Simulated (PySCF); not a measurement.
C4H7FO, SMILES O(C)[C@@H]1C[C@@H]1F.

Coordinates come from a PBE0-D3(BJ)/def2-SVP optimisation. The structure was generated by enumeration; whether it is a known compound was not checked. Other conformers were not sampled.

Level of theory: PBE0/def2-TZVP run with PySCF.

The total energy comes out as -331.40906 hartree. The highest occupied level is -7.42 eV. The lowest empty level is 1.25 eV. The orbital gap is 8.67 eV and the dipole moment is 2.62 D. The quadrupole, principal values (traceless, Buckingham form, about the centre of nuclear charge) is -4.57, -1.22, 5.79 D·Å and the mean static polarisability is 51.4 bohr³ (7.62 Å³). The polarisability, principal values is 47.2, 48.3, 58.7 bohr³.
